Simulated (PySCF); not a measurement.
C₆ coefficients of unlike pairs at UHF

Calculated with PySCF 2.14 from the dipole response of each species, C₆(A,B) = (3/π) ∫ α_A(iu) α_B(iu) du, in atomic units, from isotropic polarisabilities. For ions this is the dispersion term alone; charge-induced terms of lower order in 1/R come first.

```
species      configuration                                                                           basis      relativity  α (bohr³)  C₆ (like pair)
   Ne³⁺  [He] 2s2 2p3 (4S)                                                      aug-cc-pCVTZ-DK (7s6p4d2f)   spin-free X2C     0.7079          0.6077
   Rh³⁺      [Kr] 4d6 (5D)  x2c-TZVPPall with one added diffuse shell each of s, p, d, f type (9s7p7d3f1g)   spin-free X2C      4.335           19.66
    C²⁺      [He] 2s2 (1S)                                                          def2-TZVPPD (6s3p3d1f)            none      4.497           7.073
    Nb⁺      [Kr] 4d4 (5D)            def2-TZVPPD with the def2 core potential (28 electrons) (6s4p3d2f1g)  core potential      20.75           122.8
```

Estimate C₆ for Nb⁺ with C²⁺.

The integral gives 29.18. The combination rule 2 C_A C_B / (C_A α_B/α_A + C_B α_A/α_B) gives 29.31 and the geometric mean 29.47.

No spin-orbit coupling is included.

The other pairs:

| pair | C₆ |
| --- | --- |
| C²⁺, Rh³⁺ | 10.31 |
| Nb⁺, Ne³⁺ | 7.551 |
| Rh³⁺, Ne³⁺ | 3.421 |
| C²⁺, Ne³⁺ | 1.720 |
| Nb⁺, Rh³⁺ | 44.81 |
